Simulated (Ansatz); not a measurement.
HfO₄H₄, relaxed as a singlet with RKS r2SCAN-D4/def2-SVP in Ansatz, starting from the GFN2-xTB geometry. Force threshold 0.02 eV/Å.

In the def2 sets Hf takes a core potential; there is no spin–orbit coupling. The structure holds 2 bonds between oxygen atoms, so isomers without such links may lie far lower. Another isomer (singlet) lies 4.77 eV lower at PBE0-D4/def2-TZVP; other spin states weren't run for this one.

Start:

Cartesian coordinates in Å:
```
Hf 0.603 -0.247 -0.621
O -0.689 -0.175 1.515
O 0.625 0.332 1.768
O -1.245 -0.292 -1.200
O 0.967 1.170 0.721
H -1.293 0.455 1.955
H 1.402 0.621 -1.995
H 1.235 -1.850 -0.097
H -1.604 -0.014 -2.046
```

```csv
step,energy (eV),largest force component (eV/Å),SCF passes
1,-9546.9860,2.028,31
2,-9547.2321,1.198,36
3,-9547.3957,0.341,38
4,-9547.4320,1.136,39
5,-9547.5018,0.509,39
6,-9547.5601,0.343,40
7,-9547.6054,0.456,38
8 (rejected),-9547.5162,2.459,39
9,-9547.6355,0.218,40
10,-9547.6466,0.134,33
11,-9547.6488,0.225,32
12 (rejected),-9547.6488,0.179,32
13,-9547.6510,0.056,34
14,-9547.6512,0.098,33
15,-9547.6520,0.022,33
16,-9547.6522,0.023,33
17,-9547.6523,0.010,34
```

Force components are those of the run's own axes.

End:

| atom | x (Å) | y (Å) | z (Å) |
| --- | --- | --- | --- |
| Hf1 | 0.455 | -0.080 | -0.727 |
| O2 | -0.433 | -0.288 | 2.106 |
| O3 | 0.687 | 0.409 | 1.521 |
| O4 | -0.985 | -0.156 | -1.972 |
| O5 | 0.173 | 1.423 | 0.636 |
| H6 | -0.715 | 0.362 | 2.778 |
| H7 | 1.948 | 0.365 | -1.734 |
| H8 | 0.682 | -1.828 | -0.156 |
| H9 | -1.813 | -0.205 | -2.453 |

By distances, no bond broke or formed. The bond that changes most is Hf1–O2, from 2.50 to 2.98 Å (atoms count from 1).

No frequencies were taken in this run, so the end may be a saddle point.

Run time 36 s (4 threads of Arm Neoverse V2 on a shared host).
